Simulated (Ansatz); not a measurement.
A structure relaxed at PBE-D4/def2-TZVPD in Ansatz, charge -1, doublet:

Cartesian coordinates in Å:
```
Ge 0.3647 -0.9268 -0.5967
O 0.4423 0.4253 0.7392
O -0.8069 0.5015 -0.1425
```

Give its formula and point group.

GeO₂⁻. Point group C2v (tolerance 0.1 Å).

Summarise the bond lengths by kind (pairs closer than 1.2 times the sum of covalent radii, bridged metal pairs left out).

2 × Ge–O 1.90 Å; 1 × O–O 1.53 Å.

The structure holds 1 bond(s) between oxygen atoms. The highest occupied level of the charge -1 doublet lies above zero (up to 2.09 eV). It is a level of α spin, whose loss leaves a singlet; that state wasn't run at this geometry and level. The electron is either unbound and held by the finite basis, or the level is raised by self-interaction error. The relaxation made no stability test and no search for a lower SCF solution. Another isomer (doublet) lies 2.54 eV lower at PBE0-D4/def2-TZVPD; other spin states weren't run for this one.
